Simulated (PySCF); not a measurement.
Electronic structure of Tl²⁺ (thallium, charge +2) at the UHF level

Configuration: [Xe] 4f14 5d10 6p1, 2P determinant (an excited configuration). Computed with PySCF 2.14 in x2c-QZVPPall (16s10p9d6f1g, 142 functions), with scalar relativity by spin-free X2C-1e.

| Quantity | Value |
| --- | --- |
| Total energy | -20242.604085 hartree |
| One-electron energy | -27666.3962 hartree |
| Hartree (Coulomb) energy | 7804.1824 hartree |
| Exchange energy | -380.3903 hartree |
| ⟨S²⟩ | 0.7573 |
| ⟨L²⟩ | 2.022 |
| Sum of ⟨r⟩ | 42.03 bohr |
| Sum of ⟨r²⟩ | 47.67 bohr² |
| Traceless quadrupole moment −½Σ⟨3z² − r²⟩ along its main axis | -4.00 e·bohr² |
| Langevin diamagnetic susceptibility | -37.8 ×10⁻⁶ cm³/mol |

| shell | electrons | mean orbital energy (eV) | spread (eV) | rms radius, mean of both spins (bohr) |
| --- | --- | --- | --- | --- |
| 1s α | 1 | -86022.5 | 0 | 0.0184 |
| 1s β | 1 | -86022.5 | 0 | 0.0184 |
| 2s α | 1 | -15486.6 | 0 | 0.0743 |
| 2s β | 1 | -15486.6 | 0 | 0.0743 |
| 2p α | 3 | -13384.5 | 0.012 | 0.0684 |
| 2p β | 3 | -13384.5 | 0.041 | 0.0684 |
| 3s α | 1 | -3782.7 | 0 | 0.189 |
| 3s β | 1 | -3782.7 | 0 | 0.189 |
| 3p α | 3 | -3165.3 | 0.032 | 0.192 |
| 3p β | 3 | -3165.3 | 0.085 | 0.192 |
| 3d α | 5 | -2493.2 | 0.074 | 0.176 |
| 3d β | 5 | -2493.2 | 0.072 | 0.176 |
| 4s α | 1 | -897.91 | 0 | 0.416 |
| 4s β | 1 | -897.87 | 0 | 0.416 |
| 4p α | 3 | -691.22 | 0.077 | 0.443 |
| 4p β | 3 | -691.17 | 0.166 | 0.443 |
| 4d α | 5 | -437.77 | 0.165 | 0.471 |
| 4d β | 5 | -437.75 | 0.170 | 0.471 |
| 5s α | 1 | -172.23 | 0 | 0.944 |
| 5s β | 1 | -172.13 | 0 | 0.944 |
| 4f α | 7 | -158.34 | 0.187 | 0.510 |
| 4f β | 7 | -158.32 | 0.196 | 0.510 |
| 5p α | 3 | -113.38 | 0.082 | 1.07 |
| 5p β | 3 | -113.30 | 0.436 | 1.07 |
| 5d α | 5 | -42.292 | 0.258 | 1.44 |
| 5d β | 5 | -42.152 | 0.639 | 1.44 |
| 6p α | 1 | -19.569 | 0 | 3.18 |

Spin-orbit coupling, absent here, splits the open shell strongly.

Densities and radii are taken from the X2C orbitals without a picture-change correction, which distorts them close to the nucleus.

Spin-orbit constants ζ (cm⁻¹) from the X2C one-electron operator on these orbitals: bare nucleus, nucleus screened by l(l+1)(2l+1)/3 electrons, and screened by the Breit-Pauli mean field of the electrons.

```
shell      bare  screened nucleus  mean field
   2p  10220000           9969000         n/a
   3p   2295000           2239000         n/a
   3d    355100            311300         n/a
   4p    553400            539800         n/a
   4d     76230             66820         n/a
   4f     15870             10390         n/a
   5p     93240             90940         n/a
   5d      8217              7202         n/a
   6p      7776              7584         n/a
```

To first order the Landé constant is A = 7584 cm⁻¹, so the lowest level has J = 1/2 and lies 0.940 eV below the centre of the term. First order in ζ underestimates the shift of the j = l − 1/2 level at high Z.
